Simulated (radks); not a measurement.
Task: Rb II, configuration [Kr]. Method: Dirac Kohn-Sham, PBE, spin-unpolarised, spherical densities, finite nucleus; Fermi nuclear charge, rms radius 4.2036 fm; computed with a radial shooting solver on a logarithmic mesh with Libxc functionals.

Spin-orbit splittings of the eigenvalues, e(l+1/2) - e(l-1/2), with zeta = 2 splitting/(2l+1) and mean radii in bohr:

| shell | occ. | splitting (eV) | zeta (eV) | <r> j=l-1/2 | <r> j=l+1/2 |
|---|---|---|---|---|---|
| 2p | 6 | 60.78 | 40.52 | 0.1523 | 0.1563 |
| 3p | 6 | 9.131 | 6.087 | 0.5116 | 0.5221 |
| 3d | 10 | 1.550 | 0.6200 | 0.5231 | 0.5269 |
| 4p | 6 | ? | ? | 1.690 | 1.727 |

Estimate the 4p splitting.

Result: 0.8870 eV (zeta = 0.5913 eV).
